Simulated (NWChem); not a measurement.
The numbers come from NWChem runs, not from measurements. System: ClSn, charge 1, spin multiplicity 1, at the geometry of a parent with another charge or spin, in a state set for the comparison that need not be this species' ground state. Level: PBE/x2c-SVPall-2c, scalar ZORA.

NWChem printed:

```
             Northwest Computational Chemistry Package (NWChem) 7.3.0
             --------------------------------------------------------

                                NWChem Input Module
                                -------------------

 Scaling coordinates for geometry "geometry" by  1.889725989
 (inverse scale =  0.529177249)

                             Geometry "geometry" -> ""
                             -------------------------

 Output coordinates in angstroms (scale by  1.889725989 to convert to a.u.)

  No.       Tag          Charge          X              Y              Z
 ---- ---------------- ---------- -------------- -------------- --------------
    1 Sn                  50.0000     0.00000000     0.00000000     0.60747100
    2 Cl                  17.0000     0.00000000     0.00000000    -1.78667900

 Effective nuclear repulsion energy (a.u.)     187.8748873921

            Nuclear Dipole moment (a.u.)
            ----------------------------
        X                 Y               Z
 ---------------- ---------------- ----------------
     0.0000000000     0.0000000000     0.0000132281


 Summary of "ao basis" -> "" (spherical)
 ------------------------------------------------------------------------------
       Tag                 Description            Shells   Functions and Types
 ---------------- ------------------------------  ------  ---------------------
 *                       x2c-svpall-2c                on all atoms

  pbe96 is a nonlocal functional; adding pw91lda local functional.

                                 NWChem DFT Module
                                 -----------------

 Summary of "ao basis" -> "ao basis" (spherical)
 ------------------------------------------------------------------------------
       Tag                 Description            Shells   Functions and Types
 ---------------- ------------------------------  ------  ---------------------
 Sn                      x2c-svpall-2c              18       50   6s8p4d
 Cl                      x2c-svpall-2c               9       21   4s4p1d

 Summary of "ao basis" -> "ao basis" (spherical)
 ------------------------------------------------------------------------------
       Tag                 Description            Shells   Functions and Types
 ---------------- ------------------------------  ------  ---------------------
 Sn                      x2c-svpall-2c              18       50   6s8p4d
 Cl                      x2c-svpall-2c               9       21   4s4p1d
[...]
     6     -0.131118  1 Sn s                 12     -0.094649  1 Sn pz

 Vector   32  Occ=2.000000D+00  E=-4.984867D-01
              MO Center= -7.3D-08, -7.4D-08, -1.6D+00, r^2= 1.6D+00
   Bfn.  Coefficient  Atom+Function         Bfn.  Coefficient  Atom+Function
  ----- ------------  ---------------      ----- ------------  ---------------
    65      0.428255  2 Cl py                64      0.416923  2 Cl px
    62      0.322323  2 Cl py                61      0.313795  2 Cl px
    56     -0.162899  2 Cl py                55     -0.158588  2 Cl px
    20      0.109188  1 Sn py                19      0.106298  1 Sn px
    23      0.100399  1 Sn py                22      0.097742  1 Sn px

 Vector   33  Occ=2.000000D+00  E=-4.984867D-01
              MO Center= -2.1D-08,  2.4D-08, -1.6D+00, r^2= 1.6D+00
   Bfn.  Coefficient  Atom+Function         Bfn.  Coefficient  Atom+Function
  ----- ------------  ---------------      ----- ------------  ---------------
    64      0.428255  2 Cl px                65     -0.416923  2 Cl py
    61      0.322323  2 Cl px                62     -0.313795  2 Cl py
    55     -0.162899  2 Cl px                56      0.158588  2 Cl py
    19      0.109188  1 Sn px                20     -0.106298  1 Sn py
    22      0.100399  1 Sn px                23     -0.097742  1 Sn py

 Vector   34  Occ=0.000000D+00  E=-3.684088D-01
              MO Center= -1.6D-09,  2.7D-09,  4.3D-01, r^2= 3.1D+00
   Bfn.  Coefficient  Atom+Function         Bfn.  Coefficient  Atom+Function
  ----- ------------  ---------------      ----- ------------  ---------------
    19      0.417612  1 Sn px                20      0.404043  1 Sn py
    22      0.389662  1 Sn px                23      0.377001  1 Sn py
    13     -0.290573  1 Sn px                14     -0.281132  1 Sn py
    64     -0.188302  2 Cl px                65     -0.182184  2 Cl py
    61     -0.123962  2 Cl px                10      0.122406  1 Sn px

 Vector   35  Occ=0.000000D+00  E=-3.684087D-01
              MO Center= -2.3D-08,  2.6D-08,  4.3D-01, r^2= 3.1D+00
   Bfn.  Coefficient  Atom+Function         Bfn.  Coefficient  Atom+Function
  ----- ------------  ---------------      ----- ------------  ---------------
    20     -0.417612  1 Sn py                19      0.404043  1 Sn px
    23     -0.389662  1 Sn py                22      0.377001  1 Sn px
    14      0.290573  1 Sn py                13     -0.281132  1 Sn px
    65      0.188302  2 Cl py                64     -0.182184  2 Cl px
    62      0.123962  2 Cl py                11     -0.122406  1 Sn py

 Vector   36  Occ=0.000000D+00  E=-2.749701D-01
              MO Center=  1.1D-09, -1.8D-09,  3.4D-01, r^2= 3.9D+00
   Bfn.  Coefficient  Atom+Function         Bfn.  Coefficient  Atom+Function
  ----- ------------  ---------------      ----- ------------  ---------------
    24      0.715472  1 Sn pz                21      0.505042  1 Sn pz
    66      0.474570  2 Cl pz                15     -0.347732  1 Sn pz
     5     -0.328985  1 Sn s                 54      0.305501  2 Cl s
    63      0.257624  2 Cl pz                 4      0.169843  1 Sn s
    53      0.167658  2 Cl s                 12      0.143837  1 Sn pz

 center of mass
 --------------
 x =   0.00000000 y =   0.00000000 z =   0.11303219

 moments of inertia (a.u.)
 ------------------
         552.049547603621           0.000000000000           0.000000000000
           0.000000000000         552.049547603621           0.000000000000
           0.000000000000           0.000000000000           0.000000000000

     Multipole analysis of the density
     ---------------------------------

     L   x y z        total         alpha         beta         nuclear
     -   - - -        -----         -----         ----         -------
     0   0 0 0      1.000000    -33.000000    -33.000000     67.000000

     1   1 0 0     -0.000000     -0.000000     -0.000000      0.000000
     1   0 1 0      0.000000      0.000000      0.000000      0.000000
     1   0 0 1      1.285355      0.642671      0.642671      0.000013

     2   2 0 0    -23.370842    -11.685421    -11.685421      0.000000
     2   1 1 0      0.000000      0.000000      0.000000      0.000000
     2   1 0 1      0.000000      0.000000      0.000000      0.000000
     2   0 2 0    -23.370842    -11.685421    -11.685421      0.000000
     2   0 1 1      0.000000      0.000000      0.000000      0.000000
     2   0 0 2    -22.220525   -140.952058   -140.952058    259.683591

 Task  times  cpu:        5.3s     wall:        5.3s

 Total times  cpu:        5.3s     wall:        5.3s
```

Question: Write an NWChem input that would produce this output.

Answer: One answer among several that fit: 
```
start mol
memory heap 200 mb stack 900 mb global 1100 mb
charge 1
geometry units angstroms nocenter noautoz noautosym
  Sn     0.000000     0.000000     0.607471
  Cl     0.000000     0.000000    -1.786679
end
basis spherical
  * library x2c-svpall-2c
end
relativistic
  zora on
end
dft
  xc xpbe96 cpbe96
  semidirect memsize 60000000 filesize 0
  iterations 100
  grid fine
end
task dft energy
```
